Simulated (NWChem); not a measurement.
Molecule: AlCl, singlet; SMILES [Cl][Al]

Program: NWChem. Low-valent species are run as closed-shell singlets; no triplet was tried in these runs. Structure relaxed at the PBE0/def2-SVP level. B3LYP is NWChem's, with the RPA form of VWN correlation. Ions are spin-unrestricted doublets at the neutral geometry; other ion states weren't tried.

```json
[
 {"level": "B3LYP/aug-cc-pVDZ", "−ε(HOMO) (eV)": "6.90"},
 {"level": "PBE/aug-cc-pVDZ", "−ε(HOMO) (eV)": "6.12"},
 {"level": "LDA (Slater exchange, VWN5)/aug-cc-pVDZ", "−ε(HOMO) (eV)": "6.21"},
 {"level": "PBE0/aug-cc-pVDZ", "−ε(HOMO) (eV)": "7.06"},
 {"level": "CAM-B3LYP/aug-cc-pVDZ", "−ε(HOMO) (eV)": "8.27"}
]
```
